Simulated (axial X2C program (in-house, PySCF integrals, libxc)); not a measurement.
Worked dissociation energy of LiSn: MP2, without spin–orbit coupling

All values were computed with an in-house relativistic program for diatomic molecules. Spin-free means the one-electron spin-free X2C Hamiltonian. Basis: Sn dyall-cv3z [11s12p9d4f1g], Li dyall-cv3z [7s8p2d] (cores contracted in-house); Gaussian nuclei, density fitting, unrestricted open shells. Masses: Sn 119.902 u, Li 7.016 u.

Molecular state: M_S = 3/2, Λ = 0 (beyond evenly filled blocks: σα, π+α, π-α).

Correlated methods: 15 electrons correlated (number of frozen shells: Sn 4 s, 3 p, 1 d; Li 1 s), 233 virtual spin orbitals or spinors in MP2.

```
E(Sn) (2M_S = 2, M_L = 1) : -6174.343299 hartree
E(Li) (2M_S = 1, M_L = 0) : -7.433417 hartree
E(LiSn) at Re             : -6181.832842 hartree
ωe                        : 365.4 cm⁻¹
ωexe                      : 2.06 cm⁻¹
```

Problem. Work out De and D0.

Solution. De = -6174.343299 + (-7.433417) − (-6181.832842) = 0.05613 hartree = 1.527 eV. The zero-point energy is ωe/2 − ωexe/4 = 182 cm⁻¹ = 0.023 eV, so D0 = 1.505 eV.

The state is one determinant whose occupation by symmetry is held fixed; it was picked as the lowest of a PBE0 search that is not exhaustive. Dissociation energies refer to the lowest single-determinant-based atoms at the same level and basis. PBE0 can misorder states that lie within some tenths of an eV, so this need not be the ground state of the molecule. The nearest other spin-free determinant of the search, M_S = 1/2, Λ = 1, lies 0.45 eV up at the distance of the search. Spin-free De lacks the spin–orbit lowering of the heavy p-block atom, a tenth of an eV or more for 4p and 5p, up to an eV for 6p and one to two eV for 7p atoms, less what an open-shell molecule gains itself.

Each atomic determinant is the lowest at this level and need not be a pure term. Totals compare only within one Hamiltonian and basis.
